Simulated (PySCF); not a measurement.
Al⁺: ionisation energy

Al⁺ [Ne] 3s2 (1S) → Al²⁺ [Ne] 3s1 (2S), as a difference of total energies. Calculation: PySCF 2.14, in cc-pVTZ-DK (5s4p2d1f, 34 functions); the spin-free X2C one-electron Hamiltonian (Gaussian nucleus). Correlated levels: valence: [Ne] frozen. The calculations carry no spin-orbit coupling.

```csv
method,ionisation energy (eV)
UHF,17.549
PBE,18.781
PBE0,18.677
CCSD (valence),18.622
```

Q: Estimate what SCS-MP2 (valence) gives.

A: 18.453 eV, closest to CCSD (valence) among the rows shown.

Q: Estimate what MP2 (valence) gives.

A: 18.303 eV, closest to CCSD (valence) among the rows shown.

Errors of the correlated levels include the incompleteness of this basis and the frozen core.

With two correlated electrons CCSD is exact in that space.

For comparison: 18.829 eV (measured; NIST Atomic Spectra Database, ionization energies).
